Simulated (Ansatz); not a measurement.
CH₅AlN₂O (`N=C(O)[NH][AlH2]`), relaxed with RKS PBE-D4/def2-SVP in Ansatz 0.2.0 from a rough embedded geometry. The force threshold is 0.03 eV/Å; the program also tests the step.

Charge 0, multiplicity 1.

Start:

```xyz
10

N     0.144    0.702    1.533
C     0.470    0.890    0.288
O     1.176    2.041   -0.023
N     0.064    0.037   -0.785
Al   -0.810   -1.674   -0.664
H    -0.373   -0.231    1.820
H     1.388    2.737    0.722
H     0.369    0.271   -1.758
H    -1.331   -2.238    0.809
H    -1.099   -2.536   -1.941
```

```json
{"step": "1", "energy (eV)": "-12724.8940", "largest force (eV/Å)": "2.608", "largest move (Å)": "0.000"}
{"step": "2", "energy (eV)": "-12725.5913", "largest force (eV/Å)": "1.043", "largest move (Å)": "0.196"}
{"step": "3", "energy (eV)": "-12725.6762", "largest force (eV/Å)": "1.162", "largest move (Å)": "0.153"}
{"step": "4", "energy (eV)": "-12725.6908", "largest force (eV/Å)": "0.722", "largest move (Å)": "0.092"}
{"step": "5", "energy (eV)": "-12725.7322", "largest force (eV/Å)": "0.118", "largest move (Å)": "0.116"}
{"step": "6", "energy (eV)": "-12725.7345", "largest force (eV/Å)": "0.097", "largest move (Å)": "0.018"}
{"step": "7", "energy (eV)": "-12725.7356", "largest force (eV/Å)": "0.034", "largest move (Å)": "0.020"}
{"step": "8", "energy (eV)": "-12725.7358", "largest force (eV/Å)": "0.088", "largest move (Å)": "0.021"}
{"step": "9", "energy (eV)": "-12725.7358", "largest force (eV/Å)": "0.010", "largest move (Å)": "0.002"}
```

End:

```xyz
10

N     0.194    0.766    1.591
C     0.412    0.838    0.328
O     1.077    1.917   -0.173
N     0.068   -0.046   -0.697
Al   -0.805   -1.636   -0.637
H    -0.316   -0.090    1.849
H     1.270    2.467    0.614
H     0.388    0.309   -1.606
H    -1.290   -2.177    0.779
H    -0.999   -2.347   -2.048
```

Run time 8.5 s (4 threads of an Arm Neoverse V2 on a shared host); peak host memory 0.16 GiB.
